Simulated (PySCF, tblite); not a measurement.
Isomers of C4H12N2SSi, one GFN2-xTB conformer each. Single-point energies are computed at PBE0/pcSseg-1 (PySCF, gas phase, no added dispersion term), electronic only.

**Question.** Rank them by PBE0/pcSseg-1 energy, lowest first (kJ/mol).
A. `[CH3:1]/[N:2]=[CH:3]\[CH2:4][N:5]([CH3:6])[SiH2:7][SH:8]` with N2–C3–C4–N5 160°, C3–C4–N5–C6 -72°, C4–N5–Si7–S8 -166°, N5–Si7–S8–H 57°
B. `[NH2:1][CH2:2][C:3]1([NH:4][SiH2:5][SH:6])[CH2:7][CH2:8]1` with H–N1–C2–C3 59° and -60°, N1–C2–C3–N4 61°, C2–C3–N4–Si5 56°, C3–N4–Si5–S6 39°, N4–Si5–S6–H 47°
C. `[H]/[N:1]=[C:2](/[CH2:3][NH2:4])[CH2:5][CH2:6][S:7][SiH3:8]` with N1–C2–C3–N4 3°, C2–C3–N4–H 60° and -55°, N1–C2–C5–C6 5°, C2–C5–C6–S7 177°, C5–C6–S7–Si8 -87°

**Answer.** B (0.0), A (26.5), C (46.6).

As drawn, the lowest has a three-membered ring and an S–H bond, which the highest lacks; the highest has a C=N bond, which the lowest lacks. GFN2-xTB itself gives, in the same order: 21.2, 0.0, 96.0. GFN2-xTB puts C/N=C\CN(C)[SiH2]S lowest instead; measured from each level's own lowest isomer, the values differ by up to 49.4 kJ/mol ([H]/N=C(/CN)CCS[SiH3]: 96.0 against 46.6).

**Question.** Which frontier levels, dipoles and rotational constants go with these structures?

**Answer.** 
```json
{"SMILES": "NCC1(N[SiH2]S)CC1", "HOMO (eV, PBE0/pcSseg-1)": "-6.63", "LUMO (eV)": "0.37", "dipole (D)": "3.12", "A, B, C (MHz)": "1959, 955.3, 833.1"}
{"SMILES": "C/N=C\\CN(C)[SiH2]S", "HOMO (eV, PBE0/pcSseg-1)": "-6.51", "LUMO (eV)": "-0.13", "dipole (D)": "1.90", "A, B, C (MHz)": "4086, 529.7, 511.5"}
{"SMILES": "[H]/N=C(/CN)CCS[SiH3]", "HOMO (eV, PBE0/pcSseg-1)": "-6.72", "LUMO (eV)": "-0.07", "dipole (D)": "1.82", "A, B, C (MHz)": "3359, 499.8, 478.8"}
```

**Question.** What happens when harmonic zero-point energies from GFN2-xTB frequencies are added?

**Answer.** 
```json
{"SMILES": "NCC1(N[SiH2]S)CC1", "ZPE (kJ/mol)": "410.7", "electronic (kJ/mol)": "0.0", "with ZPE (kJ/mol)": "0.0"}
{"SMILES": "C/N=C\\CN(C)[SiH2]S", "ZPE (kJ/mol)": "404.8", "electronic (kJ/mol)": "26.5", "with ZPE (kJ/mol)": "20.6"}
{"SMILES": "[H]/N=C(/CN)CCS[SiH3]", "ZPE (kJ/mol)": "409.6", "electronic (kJ/mol)": "46.6", "with ZPE (kJ/mol)": "45.6"}
```

The zero-point energies span 5.9 kJ/mol. The order is unchanged.
